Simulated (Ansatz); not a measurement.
Calculated with Ansatz (gas phase, PBE0-D4/def2-TZVP geometries, no zero-point term in ΔE). CBS: MP2 limit from def2 TZ/QZ plus the TZ coupled-cluster correction, frozen cores. DFT in def2-TZVPP. B3LYP here is the variant with VWN-RPA as its local correlation; programs differ in this. Elements past krypton have def2 core potentials. For Sn outer-core shells are correlated without core-valence functions, which leaves a few kJ/mol of doubt a bond. One conformer a species, not always the lowest.

Consider the formal exchange of groups at the Sn–O bond: `[OH][Sn][F]` + `CC(C)C(=O)C(C)(C)C` → `C[CH](C)[Sn][F]` + `CC(C)(C)C(=O)O`.

**Question.** Is it downhill or uphill in electronic energy at CCSD(T)/CBS, and by how much? (An estimate is asked.)

**Answer.** The calculation gave: Uphill: ΔE = +0.78 eV.

**Question.** What do these levels give: PBE-D4, B3LYP-D4, ωB97X-V, B2PLYP, PBE, B3LYP, HF/def2-TZVPP, MP2/def2-TZVPP, CCSD(T)/def2-TZVPP, HF/def2-QZVPP, MP2/def2-QZVPP, SCS-MP2/def2-QZVPP? (An estimate is asked.)

**Answer.** Ansatz gave: PBE-D4 0.64, B3LYP-D4 0.70, ωB97X-V 0.71, B2PLYP 0.71, PBE 0.60, B3LYP 0.65, HF/def2-TZVPP 0.59, MP2/def2-TZVPP 0.75, CCSD(T)/def2-TZVPP 0.71, HF/def2-QZVPP 0.62, MP2/def2-QZVPP 0.81, SCS-MP2/def2-QZVPP 0.80 eV.

Largest T1 diagnostic among the species: 0.018.

The D4 term adds +0.05 eV with B3LYP and +0.04 eV with PBE0; it sums over pairs of atoms, weighted by their polarisabilities, and B3LYP, whose exchange is more repulsive, gets the larger term. In def2-TZVPP, CCSD(T) changes the Hartree–Fock value by +0.12 eV (the triples alone add +0.02 eV) and MP2 by +0.17 eV.
